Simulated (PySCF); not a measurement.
## Exercise with solution: chemical shift, span and skew from a shielding tensor

Mg(F)(SeH) (FHMgSe), SMILES [F][Mg][SeH]. Atoms are numbered in the order given.

```xyz
4

Mg    -0.0033     1.2271     0.0000
F      0.0019     2.9960     0.0000
Se    -0.0418    -1.1916     0.0000
H      1.4427    -1.1739     0.0000
```

Geometry: PBE-D3(BJ)/def2-TZVP. One conformer was computed; it need not be the lowest.

GIAO shieldings from KT2/pcSseg-2 (PySCF), non-relativistic, no solvent. The symmetric part of the tensor of Se3 has the principal values 2258.3, 2361.4, 2751.3 ppm. The same nucleus in Me2Se has σ = 1704.9 ppm at this level (PySCF, at its B3LYP-D3(BJ)/def2-TZVP geometry).

Task: Work out the isotropic shielding, the ⁷⁷Se shift against Me2Se, the span and the skew.

Result: 
σ(iso) = (σ11 + σ22 + σ33)/3 = 2457.0 ppm. δ = σ(ref) − σ(iso) = 1704.9 − (2457.0) = -752.1 ppm.
Span Ω = σ33 − σ11 = 493.0 ppm. Skew κ = 3(σ(iso) − σ22)/Ω = 0.58. Tumbling in solution averages the tensor to δ; in a static solid the shielding alone would spread this spin-1/2 line over Ω.
